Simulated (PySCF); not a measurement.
Broadened absorption spectrum of C5H7BrGaN

Compound: C₅H₇BrGaN.
SMILES: `[GaH3-][n+]1ccc(Br)cc1`

Theory: PySCF 2.14.0, density-fitted response routines, TDDFT B3LYP/def2-SVPD, vertical, gas phase, core orbitals frozen in the response. Isolated species at its PBE0-D3(BJ)/def2-SVP geometry, gas phase. Relativistic effects, spin–orbit coupling among them, are left out although an element past zinc is present.

Computed states:

```tsv
state	E (eV)	f
S1	3.97	0.059
S2	4.07	0.0006
S3	4.43	0.0001
S4	4.60	0.0033
S5	5.35	0.013
S6	5.42	0.0040
S7	5.43	0.043
S8	5.45	0.145
S9	5.53	0.0000
S10	5.64	0.0011
```

Broadening: Gaussians 0.3 eV wide at half height, area fixed by f = 4.319×10⁻⁹ ∫ε dν̃. The width is an assumption, not a result. The curve ends short of the highest state used, and states not computed would add to its high-energy end.

Q: What does the envelope look like, and where are its maxima?

A: 
```tsv
E (eV)	ε (L mol⁻¹ cm⁻¹)
3.52	10
3.59	62
3.65	225
3.72	773
3.78	1747
3.85	3421
3.92	4955
3.98	5358
4.05	4440
4.12	2726
4.18	1416
4.25	508
4.31	186
4.38	102
4.45	153
4.51	231
4.58	292
4.64	284
4.71	208
4.78	113
4.84	53
4.91	22
4.97	38
5.04	187
```

Maxima: 312 nm (3.97 eV), ε about 5400, made up of S1 (99%); 269 nm (4.60 eV), ε about 300, made up of S4 (99%) (ε in L mol⁻¹ cm⁻¹; maxima over ε = 5, shares over 10%). At its high-energy end, 5.04 eV, the curve is still rising (ε about 190, from S5, S7 and S8).

Q: On this curve, what absorbance would a 10⁻⁴ mol/L sample give at 254 nm over a 1 cm path?

A: 254 nm is 4.881 eV, where ε is about 30 L mol⁻¹ cm⁻¹, so A = ε c l ≈ 0.003 (Beer–Lambert, with the gas-phase spectrum and the assumed width).

Q: What would ε be at 3.97 eV, the highest of these maxima, with half the width (0.15 eV)?

A: About 10700 L mol⁻¹ cm⁻¹ against 5370, a factor of about 1.99; a lone state at its own centre would give exactly 2.

Q: Coming from long wavelengths, where does ε first pass 100 L mol⁻¹ cm⁻¹?

A: At about 343 nm (3.61 eV), 0.36 eV below S1.

All these states lie below the vertical ionisation energy of 9.17 eV (ΔSCF).
